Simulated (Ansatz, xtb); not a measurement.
## Al2FH5OSi: where a starting geometry ends

The starting geometry of this gas-phase singlet was built from a drawn formula by distance geometry and a force field; its bonds are those of `O[Si](F)([AlH2])[AlH2]`.

```xyz
10

Al    2.3364    1.4205    0.8942
Al   -0.9025    1.4933   -1.2598
F     1.2106   -1.0985   -1.0586
O    -0.2222   -0.7056    1.2340
Si    0.5136    0.0897   -0.0473
H    -0.6205    0.0567    1.7865
H     3.4467    0.7356    1.7425
H     2.3418    2.9664    0.5850
H    -1.1295    1.2603   -2.8258
H    -1.6548    2.6566   -0.5006
```

**Question.** Predict what becomes of its bonds when it is optimised with r2SCAN-D4/def2-SVP.

**Answer.** It keeps its bonds, and is `O[Si](F)([AlH2])[AlH2]`.

The energy falls by 0.57 eV over 25 steps:

```
step  E − E(last) (eV)
   1             0.574
   4             0.187
   6             0.129
   9             0.065
  12             0.015
  14             0.011
  17             0.004
  20             0.001
  22             0.000
  25             0.000
```

Final geometry (Å):

```xyz
10

Al    2.7200    1.3387    0.7842
Al   -1.0796    1.4216   -1.4069
F     0.7968   -1.1334   -0.5277
O    -0.1558    0.1598    1.6560
Si    0.5460    0.3609    0.1383
H    -1.0748   -0.1377    1.6744
H     3.9605    0.4179    1.1729
H     2.8841    2.9247    0.8496
H    -0.6354    2.2911   -2.6680
H    -2.6421    1.2313   -1.1229
```

From the same start GFN2-xTB ends elsewhere, differing in Al1–Al2 (2.73 against 4.39 Å here), Al1–H10 (1.88 against 5.69 Å here), Al2–H8 (1.86 against 4.80 Å here).

No frequencies were run, so the end isn't proven a minimum. Run with Ansatz 0.2.0, 56 s on 2 threads of Intel(R) Xeon(R) Platinum 8488C (Sapphire Rapids), on a shared host.
